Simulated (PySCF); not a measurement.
BH₂O₂, SMILES O[B]O (connectivity only; charge and spin as stated), charge +1, multiplicity 1.

Geometry optimised at B3LYP-D3(BJ)/def2-TZVP. The spin state was assumed, not searched. The isomer is the one that the SMILES or the coordinates give; other isomers of the formula were not compared. The values are those of a single conformer.

Computed with PBE/def2-TZVPD run with PySCF.

Symmetry labels are those of the subgroup C2 that the program uses (full group C2).

Computed valence orbital energies around the gap with their symmetry:
| orbital | symmetry | energy (eV) |
|---|---|---|
| HOMO−7 | A | -34.18 |
| HOMO−6 | B | -34.18 |
| HOMO−5 | A | -23.15 |
| HOMO−4 | B | -22.84 |
| HOMO−3 | A | -18.02 |
| HOMO−2 | B | -18.00 |
| HOMO−1 | A | -16.47 |
| HOMO | B | -16.44 |
| LUMO | A | -7.36 |
| LUMO+1 | B | -7.15 |
| LUMO+2 | A | -7.11 |
| LUMO+3 | B | -5.23 |
